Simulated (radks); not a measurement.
Species: Rb. Configuration: [Kr] 5s1. All-electron calculation, scalar-relativistic Kohn-Sham, PBE, spin-polarised, spherical densities, finite nucleus; open shells are filled with parallel spins first (spin-orbit coupling, left out, can overturn this in heavy ions); Fermi nuclear charge, rms radius 4.2036 fm. Program: a radial shooting solver on a logarithmic mesh with Libxc functionals.

Normalised radial functions P(r) = r R(r), r in bohr:

```
   r/bohr * 4s up, o 4p up (the largest magnitude, 0.938, reaches the edge; | marks zero, & curves that meet)
 0.001821                             o*
 0.002468                             o*
 0.003318                             o *
 0.004497                             o *
 0.006046                             o  *
 0.008194                             o   *
  0.01102                             |o  *
  0.01493                             |o   *
  0.02007                             | o  *
   0.0272                             | o  *
  0.03658                             |  *o
  0.04957                             *    o
  0.06664                          *  |      o
  0.09032                      *      |      o
   0.1214                    *        |     o
   0.1646                       *     | o
   0.2213                         o   | *
   0.2999                   o         |          *
   0.4032                  o          |             *
   0.5464                       o     |     *
   0.7346                    *        |     o
   0.9956      *                      |                 o
    1.339  *                          |                       o
    1.814         *                   |                     o
    2.439                   *         |             o
    3.306                          *  |      o
    4.444                            *| o
    6.023                             &
    8.098                             &
    10.97                             &
    14.76                             &
```

4s up: eigenvalue -31.857 eV, 3 radial nodes at r = 0.0514, 0.209, 0.617 bohr, <r> = 1.46 bohr, 90 % of the charge inside 2.15 bohr. 4p up: eigenvalue -15.948 eV, 2 radial nodes at r = 0.187, 0.641 bohr, <r> = 1.73 bohr, 90 % of the charge inside 2.63 bohr.
